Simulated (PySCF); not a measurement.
Xe(47+): ionisation energy

Xe(47+) [He] 2s2 2p3 [2p1/2^2 2p3/2^1, M_J = 3/2] → Xe(48+) [He] 2s2 2p2 [2p1/2^2, M_J = 0], as a difference of total energies. Computed with PySCF 2.14 in an even-tempered Gaussian basis (17 s from 26 bohr⁻², ratio 2.4; 12 p from 34 bohr⁻², ratio 2.4; 5 d from 120 bohr⁻², ratio 2.6; 4 f from 170 bohr⁻², ratio 2.6), with the two-component X2C-1e Hamiltonian. Correlated levels: nothing frozen; the 26 highest virtual spinors dropped. "Screened" scales the spin-orbit matrix elements by Boettger's factors to mimic the two-electron term; Breit and QED terms are absent.

```
                    method  ionisation energy (eV)
           GHF (spin-free)                  8527.9
          GMP2 (spin-free)                  8527.7
 GHF (screened spin-orbit)                  8387.9
GMP2 (screened spin-orbit)                  8387.5
```

For this ion Breit and QED terms and the two-electron picture change, all absent here, outweigh the correlation shift from GHF to GMP2.

The spin-free rows relax to the high-spin LS determinant and lack the spin-orbit shift.

The labels give the starting determinants; with spin-orbit coupling the two ends relaxed to ⟨J²⟩ = 3.75, ⟨L²⟩ = 2.45, ⟨S²⟩ = 1.53 and ⟨J²⟩ = 0.00, ⟨L²⟩ = 1.33, ⟨S²⟩ = 1.33.

For comparison: 8382 ± 4 eV (theoretical estimate listed by NIST; NIST Atomic Spectra Database, ionization energies).
